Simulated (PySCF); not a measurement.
## TiN(OH), singlet: data card

These are results of PySCF, PBE0, basis Ti def2-TZVP, N def2-TZVP, O def2-TZVP, H def2-TZVP (no relativity, density fitting), not measurements.

The structure is a minimum.

```json
{"Point group": "Cs", "Bond lengths": "O–H 0.958 Å, Ti–N 1.560 Å, Ti–O 1.855 Å", "Bond angles": "H–O–Ti 124.6°, N–Ti–O 113.2°", "Enthalpy at 298.15 K above 0 K": "12.44 kJ/mol", "Atomisation energy without zero-point energy": "1372 kJ/mol", "Heat capacity Cp at 298.15 K": "54.1 J/(mol K)", "Rotational symmetry number": "1", "Principal polarisabilities": "22.2, 29.1, 49.7 bohr³", "Highest occupied level": "-6.30 eV", "Dipole moment": "4.87 D", "Entropy at 298.15 K and 1 bar": "272.3 J/(mol K)", "Lowest empty level": "-2.18 eV", "Zero-point energy": "43.0 kJ/mol", "Principal quadrupole moments (Buckingham, traceless) about the centre of mass": "-16.73, 4.68, 12.04 D Å", "Rotational constants": "0.9765, 0.2563, 0.203 cm⁻¹"}
```

Harmonic modes (masses in u: Ti 47.948, N 14.003, O 15.995, H 1.008):
```
symmetry  ω (cm⁻¹)  IR (km/mol)  μ (u)
      a'       249         40.8   4.63
     a''       571          144   1.18
      a'       590          167   1.44
      a'       707          116   5.85
      a'      1144          182  16.46
      a'      3925         83.7   1.07
```

Charges (e):
```csv
atom,Mulliken,Löwdin,polar tensor,Mayer order to Ti1
Ti1,0.97,0.49,1.58,–
N2,-0.52,-0.31,-0.92,3.04
O3,-0.77,-0.34,-0.93,0.95
H4,0.33,0.16,0.27,0.02
```
Other Mayer orders above 0.3: O–H 0.89.

Mulliken populations on Ti1: s 6.07, p 12.24, d 2.69, f 0.03.

Other isomers or separated fragments may lie lower.

The final relaxation and frequency run took about 5 core-minutes on a shared host.
